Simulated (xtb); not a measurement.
CH3O3Re, charge +1, doublet, at a GFN2-xTB geometry (such geometries of metal compounds can be far from the true shape) (the multiplicity is a formal guess). Base run: GFN2-xTB (xtb).

Geometry (Å):
```xyz
8

Re     0.0794    -0.1466    -0.0717
O      1.1791     0.7631    -0.9010
O      0.4692    -0.7527     1.4134
O     -1.3136    -0.6287    -0.8146
C     -0.9121     1.6848     0.8237
H     -0.1483     2.2134     1.4042
H     -1.7307     1.3298     1.4590
H     -1.2801     2.2921    -0.0103
```
Charge +1, spin multiplicity 2.
All else is at xtb's defaults.
Base energy -18.46664 Eh.

Each row names what was changed in the base input (with any setting that the change needs).

| change | ΔE vs base (kcal/mol) | SCF cycles |
|---|---|---|
| base | 0.000 | 21 |
| alpb = methanol | -60.53 | 24 |
| etemp = 5000 | -23.68 | 14 |
| acc = 30 | 0.001 | 16 |
| acc = 1000 | 0.041 | 13 |

ALPB and GBSA are two models with their own fitted parameters for each solvent, which aren't always the measured dielectric constant.
